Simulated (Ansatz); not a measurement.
BeF2 (SMILES [F][Be][F]), singlet, geometry from GFN2-xTB (such geometries of metal compounds can be far from the true shape); WB97X/def2-SVPD run with Ansatz (a program for electronic structure).

Here is a job for Ansatz.
Ansatz 0.2 input:
```yaml
crystal:
  periodic: [false, false, false]
  atoms:
    - {symbol: Be, position_ang: [0.00000000, 0.00000000, 0.00000000]}
    - {symbol: F, position_ang: [-0.00000000, -0.00000000, -1.36953917]}
    - {symbol: F, position_ang: [0.00000000, 0.00000000, 1.36953917]}
basis:
  gaussian:
    orbitals: def2-SVPD
hamiltonian:
  xc: {name: wB97X}
```

Problem. Write the output that Ansatz gives for this input, abridged.

Solution. 
```
Functional definition: wB97X
522 factors; their error is unknown
205 factors; integrals over basis functions are off by at most 1.7e-5 eV
mean field evaluation 1: about -5830.0696 eV, gradient 4.8e1 eV
mean field evaluation 2: about -5829.4161 eV, gradient 5.7e1 eV
mean field evaluation 4: about -5833.8182 eV, gradient 3.9e-1 eV
mean field evaluation 8: about -5833.8298 eV, gradient 1.4e-3 eV
mean field -5833.82980612 eV, -214.3892910629 hartree, gradient 1.2e-5 eV, S^2 0.000000; 0 other end points of the search recorded, 0 dependent functions left out
reference -5833.82973001 eV, -214.3892882660 hartree; 11, 11 occupied and 47, 47 virtual orbitals, 522 factors
Total energy: -5833.82973001 eV, -214.3892882660 hartree
```
